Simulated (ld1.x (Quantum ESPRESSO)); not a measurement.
**Pseudopotential generation for Sc: PAW, LDA (PZ), scalar-relativistic.**

ld1.x (Quantum ESPRESSO) 7.5 input, shortened:

```
&input
   title='Sc', zed=21., rel=1, dft='PZ', iswitch=3,
   config='[Ar] 3d1 4s2 4p0'
 /
 &inputp
   pseudotype=3, lpaw=.true., tm=.true., lloc=-1, rcloc=1.95,
   nlcc=.true., new_core_ps=.true., rcore=1.25,
   which_augfun='BESSEL', rmatch_augfun=1.20
 /
6
4S  1  0   2.00   0.00  2.75  3.35  0.0
4S  1  0   0.00   4.35  2.75  3.35  0.0
3P  2  1   6.00   0.00  1.65  1.80  0.0
4P  3  1   0.00   0.00  1.65  1.80  0.0
3D  3  2   1.00   0.00  2.20  2.75  0.0
3D  3  2   0.00   0.45  2.20  2.75  0.0
 &test
   configts(1)='3p6 3d1 4s2 4p0'
 /
```

Poles of the logarithmic derivatives, all-electron (AE) and pseudo (PS). s: poles at 0.5, 4.5 (AE) and 0.5, 4.5 (PS) Ry. p: poles at -2.5, 1.1 (AE) and -2.5, 1.1 (PS) Ry. d: poles at -0.2, 2.1 (AE) and -0.2, 2.0 (PS) Ry. Test radius 3.67 bohr.

- Largest excitation error: -126 meV (all-electron minus pseudo) for 3p6 3d0 4s0 4p0, out of 7 test configurations
- Lowest eigenvalue of the overlap operator: -0.03 (s channel); it is negative, so in a basis up to 400 Ry S is not positive definite and the file is unfit for use

The ghost test of this file was not conclusive. Its overlap operator is not positive definite in a basis up to 400 Ry (lowest eigenvalue s -0.03), so the file is unfit for use: the generalised eigenproblem breaks down once the basis is large enough, and its test numbers describe a broken file.
